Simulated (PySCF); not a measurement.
C₂H₉ClOSi₂. Atoms are numbered in the order given.

```xyz
15

O     -2.6380     0.1152     0.6595
C     -2.2289     1.3166     0.0619
C     -0.9603     1.0353    -0.7218
Si     0.3493     0.1427     0.3072
Si     2.4909     0.4902    -0.5786
Cl     0.0831    -1.9222     0.2549
H     -3.3627     0.2952     1.2655
H     -3.0093     1.7254    -0.6117
H     -2.0199     2.0976     0.8210
H     -1.1779     0.3987    -1.5959
H     -0.5330     1.9759    -1.1084
H      0.2849     0.5904     1.7307
H      3.5176    -0.2528     0.2131
H      2.5260     0.0065    -1.9938
H      2.8384     1.9479    -0.5709
```
Charge 0, spin multiplicity 1.

Geometry: PBE0-D3(BJ)/def2-SVP. The structure was generated by enumeration; whether it is a known compound was not checked. One conformer was computed; it need not be the lowest.

All values below come from PySCF with TDA-PBE/def2-SVPD.

Vertical excitations. Isolated molecule, no solvent.

```json
[
 {"state": "S1", "energy (eV)": "5.58", "λ (nm)": "222", "f": "0.010", "main pairs": "HOMO→LUMO 84 %, HOMO−1→LUMO 15 %"},
 {"state": "S2", "energy (eV)": "5.90", "λ (nm)": "210", "f": "0.012", "main pairs": "HOMO−1→LUMO 81 %, HOMO→LUMO 14 %"},
 {"state": "S3", "energy (eV)": "5.95", "λ (nm)": "209", "f": "0.003", "main pairs": "HOMO→LUMO+1 91 %"},
 {"state": "S4", "energy (eV)": "6.12", "λ (nm)": "203", "f": "0.039", "main pairs": "HOMO→LUMO+2 67 %, HOMO−1→LUMO+1 28 %"},
 {"state": "S5", "energy (eV)": "6.20", "λ (nm)": "200", "f": "0.005", "main pairs": "HOMO−1→LUMO+1 61 %, HOMO→LUMO+2 18 %, HOMO−1→LUMO+2 18 %"},
 {"state": "S6", "energy (eV)": "6.38", "λ (nm)": "194", "f": "0.003", "main pairs": "HOMO−2→LUMO 91 %"},
 {"state": "T1", "energy (eV)": "5.26", "λ (nm)": "236", "f": "0", "main pairs": "HOMO→LUMO 80 %, HOMO−1→LUMO 19 %"},
 {"state": "T2", "energy (eV)": "5.60", "λ (nm)": "221", "f": "0", "main pairs": "HOMO−1→LUMO 79 %, HOMO→LUMO 19 %"}
]
```
Triplets are in the Tamm–Dancoff approximation.
